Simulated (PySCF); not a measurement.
# Spin-rotation constants: C5H9AlBrN

Geometry:
| atom | x (Å) | y (Å) | z (Å) |
| --- | --- | --- | --- |
| C1 | -2.370 | 0.824 | 0.991 |
| C2 | -1.888 | -0.306 | 0.491 |
| C3 | -1.482 | -0.584 | -0.888 |
| Br4 | -2.518 | 0.509 | -2.251 |
| Al5 | -0.031 | 0.524 | -1.846 |
| N6 | 1.449 | -0.084 | -0.651 |
| C7 | 2.140 | 0.133 | 0.240 |
| C8 | 3.018 | 0.383 | 1.330 |
| H9 | -2.567 | 0.936 | 2.043 |
| H10 | -2.610 | 1.667 | 0.364 |
| H11 | -1.677 | -1.139 | 1.156 |
| H12 | -1.717 | -1.613 | -1.172 |
| H13 | 0.449 | 0.035 | -3.234 |
| H14 | 0.069 | 2.024 | -1.415 |
| H15 | 2.587 | 1.155 | 1.968 |
| H16 | 3.158 | -0.528 | 1.911 |
| H17 | 3.982 | 0.724 | 0.951 |

Theory: GIAO PBE0/pcSseg-1 magnetisability, rotational g tensor and spin-rotation constants, non-relativistic, gas phase (PySCF 2.14.0). Geometry: GFN2-xTB.

The bonding changed while the geometry was optimised; results refer to the coordinates, not to the name. The calculation is non-relativistic, which matters for the atoms heavier than Zn.

Question: Give the nuclear spin-rotation constants along the inertial axes (H = +C I·J) beside the isotropic shieldings.

Answer: Rotational constants 2.1680, 0.5715, 0.4824 GHz. A star marks the isotopologue with that one atom substituted, in its own axes.
| atom | isotope | Caa (kHz) | Cbb (kHz) | Ccc (kHz) | mean (kHz) | σ (ppm) |
| --- | --- | --- | --- | --- | --- | --- |
| Br4 | 79Br | 1.658 | 0.694 | 0.706 | 1.019 | 2371.7 |
| Al5 | 27Al | 1.406 | 0.225 | 0.188 | 0.606 | 490.5 |
| N6 | 14N | 0.112 | 0.095 | 0.089 | 0.099 | 20.8 |
| H9 | 1H | -0.202 | 0.042 | -0.050 | -0.070 | 26.5 |
| H10 | 1H | -0.126 | -0.038 | 0.004 | -0.053 | 26.1 |
| H11 | 1H | -0.120 | -0.027 | 0.001 | -0.049 | 24.9 |
| H12 | 1H | -0.199 | -0.057 | 0.021 | -0.078 | 27.6 |
| H13 | 1H | -0.155 | 0.010 | -0.034 | -0.060 | 28.0 |
| H14 | 1H | -0.156 | -0.043 | 0.014 | -0.062 | 27.6 |
| H15 | 1H | -0.245 | -0.031 | -0.020 | -0.099 | 29.3 |
| H16 | 1H | -0.194 | -0.050 | -0.017 | -0.087 | 29.4 |
| H17 | 1H | -0.134 | -0.027 | -0.049 | -0.070 | 29.4 |
| C1 | 13C* | 0.428 | 0.231 | 0.127 | 0.262 | 72.4 |
| C2 | 13C* | 0.508 | 0.241 | 0.176 | 0.308 | 38.7 |
| C3 | 13C* | 0.404 | 0.115 | 0.114 | 0.211 | 125.9 |
| C7 | 13C* | 0.266 | 0.227 | 0.203 | 0.232 | 53.3 |
| C8 | 13C* | 0.232 | 0.065 | 0.055 | 0.117 | 186.2 |

For the geometry as given, no vibrational averaging.

Question: How do the rotational constants and the g tensor change when H9, H10, H11, H12, H13, H14, H15, H16, H17 are replaced by deuterium?

Answer: Constants 1.8232, 0.5191, 0.4376 GHz; g -0.0165, 0.0004, -0.0008, against -0.0196, 0.0007, -0.0006 before.
